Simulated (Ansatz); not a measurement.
**Abstraction of Cl: C2H4Cl2Si + SnCl3 → C2H4ClSi + SnCl4**

Species: C2H4Cl2Si `C=C[SiH](Cl)Cl`, singlet; SnCl3 `[Cl][Sn]([Cl])[Cl]`, doublet; C2H4ClSi `C=C[SiH]Cl`, doublet; SnCl4 (tin tetrachloride) `[Cl][Sn]([Cl])([Cl])[Cl]`, singlet. A radical takes Cl: the energy is the difference in strength between the Si–Cl bond broken and the Sn–Cl bond made.

Shapes, held fixed at every level: PBE0-D4/def2-TZVP. Flexible molecules stand in one conformer, not always the lowest. Programs: Ansatz 0.2.0. Electronic energies: no zero-point or thermal term.

```
                level                    kind  ΔE (kJ/mol)  less CCSD(T)/def2-TZVPP  CPU time (sum over the molecules)
     SPW92/def2-TZVPP                     LDA       +129.6                    +14.2                               20 s
  B3LYP-D4/def2-TZVPP           global hybrid       +126.9                    +11.5                               55 s
r2SCAN0-D4/def2-TZVPP           global hybrid       +116.8                     +1.4                               71 s
   wB97M-V/def2-TZVPP  range-separated hybrid       +128.8                    +13.4                            2.2 min
   wB97X-V/def2-TZVPP  range-separated hybrid       +118.1                     +2.7                               89 s
    B2PLYP/def2-TZVPP           double hybrid       +124.4                     +9.0                               67 s
      CCSD/def2-TZVPP   coupled cluster or CI       +115.3                     -0.1                                  –
   CCSD(T)/def2-TZVPP   coupled cluster or CI       +115.4                      0.0                            8.4 min
```

The highest level, CCSD(T)/def2-TZVPP, gives ΔE = +115.4 kJ/mol; the levels span +115.3 to +129.6. The column of differences is taken from that level and isn't an error. No measured value is set beside it here. Spin contamination: C2H4ClSi (⟨S²⟩ up to 0.87). Open shells run unrestricted unless RO is named. For atoms past krypton def2 sets carry core potentials with scalar relativity. Correlated rows may include outer-core shells of Sn, which these sets cover unevenly. Times are processor times on shared x86 and Arm servers, and rough.
